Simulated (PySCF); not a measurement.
SiI₄: calculation against measurement

Isolated SiI₄, optimised in PySCF with density fitting and no spin–orbit coupling; def2 sets carry scalar-relativistic core potentials from Rb on. It is a singlet of Td symmetry: PBE0/def2-SVP Si–I 2.442 Å (×4).

Counting electrons, silicon keeps none of its valence electrons outside its bonds, so the VSEPR class is AX4 and the expected shape is tetrahedral (Td), as computed.

Task: The tabulated gas-phase entropy at 298.15 K and 1 bar is 416.43 J/(mol K) (Chase, 1998, NIST Chemistry WebBook). What do rigid-rotor harmonic-oscillator sums give?

Result: PBE0/def2-SVP 414.8 J/(mol K).

Task: ΔfH°(298 K) is -110.46 kJ/mol (Chase, 1998, NIST Chemistry WebBook), and for the gaseous atoms Si 450.0, I 106.8 kJ/mol (tabulated in the package mendeleev). Compare the atomisation enthalpy with the calculations.

Result: From the tables it is 450.0 + 4 × 106.8 − (-110.5) = 987 kJ/mol. To a computed De one adds −ZPE (-10.8), the atoms' spin–orbit lowering from NIST levels (-123.1) and the thermal terms (8.3), all taken at PBE0/def2-SVP.
```csv
level,De (kJ/mol),ΔatH°(298 K),computed − tabulated
PBE0/def2-SVP,1069,943,-45
```
